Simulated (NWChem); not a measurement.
Species: SF₃ cation; SMILES F[S+](F)F

```xyz
4

F      0.3041    -1.3136    -0.2764
S      0.0000     0.0000     0.4492
F      0.9856     0.9201    -0.2764
F     -1.2896     0.3935    -0.2764
```
Atoms are numbered in this order, from 1.

All runs: NWChem. Geometry: optimised at PBE0/def2-SVP. GIAO values for the isolated, static molecule; σ is the absolute isotropic shielding, δ = σ(reference) − σ with the isolated reference molecule computed at the same levels (19F: trichlorofluoromethane).

| level | δ F1 (ppm) | σ S2 (ppm) |
|---|---|---|
| PBE0/pcSseg-1 | 72.6 | -105.5 |
| LDA (Slater exchange, VWN5)/pcSseg-1 | 77.5 | -164.2 |
| KT2/pcSseg-1 | ? | ? |

Question: What belongs in the gaps?

Answer: 
- KT2/pcSseg-1, δ F1 (ppm): 58.4
- KT2/pcSseg-1, σ S2 (ppm): -81.3
